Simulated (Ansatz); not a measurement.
Ideal-gas functions of `B1OCSS1` at 600 K and 1 bar, from an Ansatz frequency run at PBE0-D4/def2-TZVP.

Molar mass 105.98 g/mol, point group C1 (symmetry number 1), electronic degeneracy 1, moments of inertia 111.885, 118.96, 221.24 u Å². Harmonic wavenumbers (cm⁻¹, unscaled): 166, 314, 415, 513, 577, 729, 765, 818, 943, 965, 1105, 1217, 1248, 1386, 1491, 2692, 3057, 3136.

Use S(trans) = R[1.5 ln M + 2.5 ln T − 1.1517]; rotational temperatures θ = 24.2544 K / I; S(rot) = R[ln(√π/σ · √(T³/θAθBθC)) + 1.5]; for each mode x = 1.438777 ν̃/T, S = R[x/(eˣ − 1) − ln(1 − e⁻ˣ)] and H = RT x/(eˣ − 1); 1 cm⁻¹ = 0.0119627 kJ/mol; R = 8.31446 J/(mol·K).

By hand: the entropy, in J/(mol·K).

Translation 181.6. Rotation: θ = 0.2168, 0.2039, 0.1096 K, giving 119.2. Vibration, mode by mode: 16.03, 10.87, 8.69, 7.10, 6.25, 4.65, 4.35, 3.93, 3.10, 2.98, 2.28, 1.85, 1.74, 1.34, 1.09, 0.10, 0.05, 0.04, in all 76.4. Electronic 0.0. Sum 377.2 J/(mol·K).

By hand: H − E and G − E in kJ/mol, counted from the electronic energy.

Zero-point energy ½ × 21537 × 0.0119627 = 128.8; thermal vibration 26.8; translation, rotation and pV give 4 RT = 20.0. H − E = 175.6 kJ/mol, and G − E = 175.6 − 600 × 377.2/1000 = -50.7 kJ/mol.

Vibration gives 20 % of the entropy. The sum counts one conformer and one mirror image; others add a mixing term.
